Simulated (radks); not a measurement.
The numbers below are computed, except where a source is named.
Task: Valence configurations of Sc+ (all share [Ar]). Level of theory: Dirac Kohn-Sham, PBE, spin-unpolarised, spherical densities, finite nucleus; open shells are shared between the two j in proportion to 2j + 1; Fermi nuclear charge, rms radius 3.5459 fm (a radial shooting solver on a logarithmic mesh with Libxc functionals). Order these by energy: 3d2; 3d0.5 4s1 4p0.5; 3d1.5 4s0.5; 4s2; 3d0.5 4s1.5; 3d1 4p1; 4s1 4p1; 3d0.5 4s0.5 4p1; 3d1 4s1; 3d1 4s0.5 4p0.5.

Result: From the lowest, in eV above it: 3d1 4s1 0.000; 3d1.5 4s0.5 0.129; 3d0.5 4s1.5 0.411; 3d2 0.681; 4s2 1.484; 3d1 4s0.5 4p0.5 1.709; 3d0.5 4s1 4p0.5 2.228; 3d1 4p1 3.430; 3d0.5 4s0.5 4p1 4.058; 4s1 4p1 5.364. NIST lists [Ar] 3d1 4s1 as the ground configuration; this level of theory agrees among the configurations tried. The energies are those of spherical spin-averaged densities, not of single terms.
